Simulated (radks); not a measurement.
The numbers below are computed, except where a source is named.
Species: Te1.9+. Configuration: 1s1.1 2s2 2p6 3s2 3p6 3d10 4s2 4p6 4d10 5s2 5p3 (fractional occupations, a model configuration).

Code: a radial shooting solver on a logarithmic mesh with Libxc functionals. Model: Dirac Kohn-Sham, PBE, spin-unpolarised, spherical densities, point nucleus; open shells fill j = l - 1/2 first.

Energy parts (eV):
total: -156200.714
kinetic: 164468.346
electron-nucleus: -385342.251
Hartree: 69017.373
exchange-correlation: -4344.182

Orbitals (lengths in bohr, moments of r in powers of bohr; r(max) is where P^2 peaks; r(90%) holds 90 % of the orbital's charge):
orbital,occ.,eigenvalue (eV),<1/r>,r(max),r(90%)
1s1/2,1.1,-32250.57,55.85,0.01786,0.0497
2s1/2,2,-5029.908,13.13,0.1003,0.183
2p1/2,2,-4759.680,13.16,0.07657,0.162
2p3/2,4,-4469.453,12.16,0.08126,0.170
3s1/2,2,-1029.802,4.689,0.2883,0.465
3p1/2,2,-908.5186,4.615,0.2734,0.459
3p3/2,4,-853.9945,4.369,0.2839,0.475
3d3/2,4,-627.8395,4.232,0.2304,0.451
3d5/2,6,-616.1186,4.167,0.2335,0.456
4s1/2,2,-195.5611,1.883,0.6865,1.08
4p1/2,2,-152.1995,1.780,0.7020,1.14
4p3/2,4,-141.6052,1.700,0.7258,1.18
4d3/2,4,-69.4281,1.451,0.7756,1.40
4d5/2,6,-67.7304,1.431,0.7841,1.41
5s1/2,2,-34.2047,0.6864,1.694,2.75
5p1/2,2,-24.0295,0.5918,1.903,3.19
5p3/2,1,-22.8080,0.5681,1.974,3.31

The highest occupied level is 5p3/2 at -22.808 eV. Summed over all electrons, <r^2> = 42.25 bohr^2, which gives a Langevin (diamagnetic) susceptibility term of -33.5 x 10^-6 cm^3/mol. The density falls to 0.001 e/bohr^3 at r = 3.93 bohr.
